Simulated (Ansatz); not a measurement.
All numbers were calculated with Ansatz.

A structure relaxed at PBE0-D4/def2-TZVP, charge 0, multiplicity 1:

| atom | x (Å) | y (Å) | z (Å) |
| --- | --- | --- | --- |
| N1 | 0.474 | -1.159 | 0.625 |
| Ge2 | 0.144 | 0.455 | -0.145 |
| O3 | -1.601 | 0.719 | 0.085 |
| H4 | 0.205 | -1.979 | 0.103 |
| H5 | 1.397 | -1.280 | 1.013 |
| H6 | 0.403 | 0.536 | -1.670 |
| H7 | 0.970 | 1.496 | 0.628 |
| H8 | -1.991 | 1.213 | -0.639 |

(1) Give its formula and SMILES.

(2) Summarise the bond lengths by kind.

## Answers

(1) GeH5NO, `[NH2][GeH2][OH]`.

(2) 1 × Ge–N 1.819 Å; 2 × H–N 1.009 Å; 1 × Ge–O 1.780 Å; 2 × Ge–H 1.538 to 1.548 Å; 1 × H–O 0.959 Å.
